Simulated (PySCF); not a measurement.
## Computed data sheet: `C=N[C@]12C[C@](B(F)F)(C1)C2`

Compound: C₆H₈BF₂N.
Cartesian coordinates in Å at the PBE0-D3(BJ)/def2-SVP level; atoms count from 1:
```
atom  x, y, z in Å
C1     2.7226   -0.6373    0.6895
N2     2.1011   -0.5780   -0.4089
C3     0.7387   -0.2112   -0.3889
C4    -0.1948    0.1497    0.8014
C5    -1.0725    0.2687   -0.4843
B6    -2.5767    0.6494   -0.4912
F7    -3.4987   -0.2113   -0.0995
F8    -2.9986    1.8449   -0.8588
C9    -0.4196   -1.0643   -0.9470
C10    0.1296    0.9882   -1.1464
H11    3.7847   -0.9208    0.6985
H12    2.2524   -0.4155    1.6678
H13    0.0085    1.0927    1.3332
H14   -0.4637   -0.6623    1.4951
H15   -0.4107   -1.2529   -2.0312
H16   -0.6830   -1.9675   -0.3754
H17    0.1810    0.9492   -2.2449
H18    0.3814    1.9882   -0.7610
```

Some functional groups and rings: imine, three-coordinate boron and cyclobutane ring.

**PBE0-D3(BJ)/def2-SVP geometry optimisation, gas phase (PySCF)**

```yaml
Point_group: C1
Rotational_constants_A_B_C: 3.580, 0.721, 0.685 GHz
```

From B3LYP/def2-SVPD ground state, ΔSCF and vertical TDDFT (core frozen in the response) (PySCF):

```yaml
Dipole_moment: 1.99 D
HOMO_energy: -7.27 eV
LUMO_energy: -1.02 eV
HOMO–LUMO_gap: 6.25 eV
Lowest_singlet_excitation: 4.72 eV (263 nm, f = 0.002)
Strongest_line_among_the_10_lowest_singlet_transitions: S5 at 6.99 eV (177 nm, f = 0.183)
Lowest_triplet_excitation_Tamm–Dancoff: 4.00 eV
Static_isotropic_polarisability: 88.1 au
Vertical_ionisation_energy: 9.44 eV
Electronic_spatial_extent_⟨r²⟩_about_the_centre_of_nuclear_charge: 1614 bohr²
```

KT3/pcSseg-1 ground state and GIAO shieldings, non-relativistic (PySCF):

```yaml
13C_chemical_shifts_computed_TMS_as_zero_by_class: 142.4 (C1), 63.4 (C3), 53.9 (C4/C9/C10), 19.1 (C5) ppm
1H_chemical_shifts_computed_TMS_as_zero_by_class: 7.26 (H12), 6.97 (H11), 1.94 (H13/H14/H15/H16/H17/H18) ppm
Isotropic_shieldings_of_nuclei_other_than_C_and_H_by_class: 77 (B6), -119 (N2), 242 (F7/F8) ppm
```

Monoisotopic mass from the formula: 143.0718 u.

The largest Löwdin shares of the HOMO are 0.54 on N2, 0.12 on C1, 0.10 on C4 and 0.09 on C3. The principal polarisabilities are 76.0, 79.7 and 108.6 au; their mean is the isotropic value. The largest Löwdin shares of the LUMO are 0.39 on C1, 0.35 on N2, 0.07 on H12 and 0.07 on H11. The 10 singlets span 4.72 to 7.46 eV, and their oscillator strengths add up to 0.38. In atomic units the dipole is 0.78 e·bohr (1 au = 2.5417 D). The ΔSCF ionisation energy exceeds −ε(HOMO) by 2.17 eV with B3LYP. The vertical singlet–triplet gap S1 − T1 is 0.72 eV (TDDFT singlet less Tamm–Dancoff triplet; S1: HOMO→LUMO, weight 0.99; T1: HOMO→LUMO, weight 0.96). The polarisability is 13.06 Å³ as a volume (1 au = 0.148185 Å³), or 1.19 au for each of the 74 electrons.

 NMR classes are plain means over equivalent atoms (diastereotopic ones count apart unless rotation or inversion swaps them), as if these changed places fast; in this geometry the members of some classes differ.

One conformer stands for the species.
